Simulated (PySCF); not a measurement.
**Which basis set comes closest?**

Molecule: `N#CSc1ccoc1`, C₅H₃NOS.

Molfile (atoms numbered from 1):
```
C5H3NOS
     RDKit          3D

 11 11  0  0  0  0  0  0  0  0999 V2000
    3.4539    0.8338    0.9726 N   0  0  0  0  0  0  0  0  0  0  0  0
    2.7485    0.5368    0.0979 C   0  0  0  0  0  0  0  0  0  0  0  0
    1.7729    0.1240   -1.2156 S   0  0  0  0  0  0  0  0  0  0  0  0
    0.2197   -0.0525   -0.4008 C   0  0  0  0  0  0  0  0  0  0  0  0
   -0.9676   -0.5057   -1.0610 C   0  0  0  0  0  0  0  0  0  0  0  0
   -1.9332   -0.4927   -0.1001 C   0  0  0  0  0  0  0  0  0  0  0  0
   -1.4314   -0.0729    1.0744 O   0  0  0  0  0  0  0  0  0  0  0  0
   -0.1242    0.1979    0.8970 C   0  0  0  0  0  0  0  0  0  0  0  0
   -1.0798   -0.8014   -2.1015 H   0  0  0  0  0  0  0  0  0  0  0  0
   -2.9890   -0.7507   -0.1113 H   0  0  0  0  0  0  0  0  0  0  0  0
    0.4393    0.5483    1.7572 H   0  0  0  0  0  0  0  0  0  0  0  0
  1  2  3  0
  2  3  1  0
  3  4  1  0
  4  5  1  0
  5  6  2  0
  6  7  1  0
  7  8  1  0
  8  4  2  0
  5  9  1  0
  6 10  1  0
  8 11  1  0
M  END
```

Geometry PBE0-D3(BJ)/def2-SVP throughout; GIAO in PySCF, gas phase, one conformer, non-relativistic; equivalent atoms averaged; functional PBE0.

Reference values (estimated from measurements, as parent shift plus tabulated substituent increments; solution, not stated per compound (mostly CDCl3 or CCl4); Pretsch, Buehlmann, Badertscher, Structure Determination of Organic Compounds, 4th ed. (2009)): δ(H11) = 7.57 ppm, δ(H9) = 6.49 ppm, δ(H10) = 7.41 ppm. Computed shifts are taken against TMS, calculated as an isolated molecule at each level.

How do the basis sets STO-3G, pcSseg-0, 6-31G, 6-31G*, cc-pVDZ, def2-SVP, pcSseg-1, aug-cc-pVDZ, 6-311+G(2d,p), def2-TZVP, cc-pVTZ, IGLO-III perform against the reference? Times are CPU seconds on shared hosts with different chips, so compare them loosely.

Results:


| basis set | functions | H11 | H9 | H10 | mean abs. error H | core-s |
| --- | --- | --- | --- | --- | --- | --- |
| STO-3G | 47 | 6.78 | 5.75 | 6.84 | 0.70 | 3.6 |
| pcSseg-0 | 82 | 7.50 | 6.39 | 7.53 | 0.10 | 8.4 |
| 6-31G | 82 | 7.64 | 6.45 | 7.58 | 0.09 | 7.3 |
| 6-31G* | 122 | 7.29 | 6.00 | 7.25 | 0.31 | 11 |
| cc-pVDZ | 131 | 7.41 | 6.16 | 7.31 | 0.20 | 15 |
| def2-SVP | 131 | 7.18 | 6.14 | 7.08 | 0.36 | 12 |
| pcSseg-1 | 158 | 7.57 | 6.41 | 7.48 | 0.05 | 24 |
| aug-cc-pVDZ | 215 | 7.72 | 6.42 | 7.67 | 0.16 | 27 |
| 6-311+G(2d,p) | 242 | 7.64 | 6.37 | 7.56 | 0.11 | 30 |
| def2-TZVP | 272 | 7.64 | 6.40 | 7.54 | 0.10 | 44 |
| cc-pVTZ | 286 | 7.60 | 6.38 | 7.50 | 0.08 | 48 |
| IGLO-III | 319 | 7.65 | 6.39 | 7.59 | 0.12 | 49 |

For 1H the closest is pcSseg-1 (0.05 ppm, with cc-pVTZ practically level) and the furthest STO-3G (0.70 ppm). Where a smaller basis beats a larger one, errors probably cancel. One molecule is a small sample, and vibrational and solvent effects are absent from the calculation.

A small basis that lands close on one nucleus may do so by chance; judge by the trend and by all nuclei.
